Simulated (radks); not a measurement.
Problem. Radial electron density D(r) = 4 pi r^2 rho(r) of an atom or ion with 27 electrons. All-electron calculation, non-relativistic Kohn-Sham, PBE, spin-unpolarised, spherical densities, point nucleus. Program: a radial shooting solver on a logarithmic mesh with Libxc functionals.

r (bohr)  D(r) (e/bohr)
0.003585          2.182
0.004557          3.333
0.005793          5.013
0.007364          7.397
0.009437          10.77
0.012             15.02
0.01525           20.12
0.01939           25.65
0.02465           30.74
0.03158           34.26
0.04015           34.85
0.05104           32.59
0.06489           29.21
0.08315           27.92
0.1057            31.14
0.1344            37.08
0.1708            39.93
0.2172            35.00
0.2783            24.58
0.3538            18.07
0.4497            19.20
0.5717            22.36
0.7326            20.38
0.9314            13.77
1.184             7.163
1.505             3.047
1.913             1.105
2.452            0.3158
3.117           0.06787

What is the nuclear charge?

Solution. Z = 29. The innermost maximum, from 1s, lies near 1/Z = 0.0345 bohr (found: 0.0374), and its height grows with Z. The density is that of the copper ion Cu2+ in [Ar] 3d9; the configuration itself is not fixed sharply by these data, and Z only to about a unit. D(r) has 3 maxima, at r = 0.0374, 0.167, 0.605 bohr, and minima at 0.0793, 0.380 bohr, inside which lie 2.10, 10.87 electrons.
